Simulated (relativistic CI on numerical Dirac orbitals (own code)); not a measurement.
**Pm2+: 4f valence photoemission**

Computed with this model: Dirac-Coulomb-Breit CI, KLI orbitals optimised for each configuration, model QED (radiative potential, 1s self-energy scaled to tabulated hydrogen-like ionisation energies), multiplet model of photoemission in the sudden approximation, unscaled Slater integrals; configurations [Xe] 4f5 → [Xe] 4f4; 300 K; Lorentzian 0.21 eV and Gaussian 0.3 eV FWHM. Energies are those of the free ion, without screening or charge transfer. The energies are binding energies and can lie tens of eV above those of solids. S is read from ⟨S²⟩ = S(S + 1).

free ion: ground-state S = 2.48, centroid 21.01 eV. Peaks (eV, height): 19.6 (100), 21.6 (21), 22.5 (42), 24.5 (18).

Strongest unbroadened transitions for free ion:

| Energy (eV) | Relative strength |
| --- | --- |
| 19.46 | 1.8 |
| 19.56 | 100.0 |
| 19.64 | 1.8 |
| 19.73 | 42.1 |
| 19.84 | 1.0 |
| 19.93 | 3.0 |
| 21.52 | 8.9 |
| 21.58 | 13.4 |
| 21.69 | 4.2 |
| 22.27 | 0.8 |
| 22.36 | 1.1 |
| 22.46 | 48.7 |
| 22.70 | 6.0 |
| 22.79 | 8.7 |
| 23.12 | 0.8 |
| 24.41 | 8.4 |
| 24.46 | 11.6 |
| 24.55 | 4.1 |
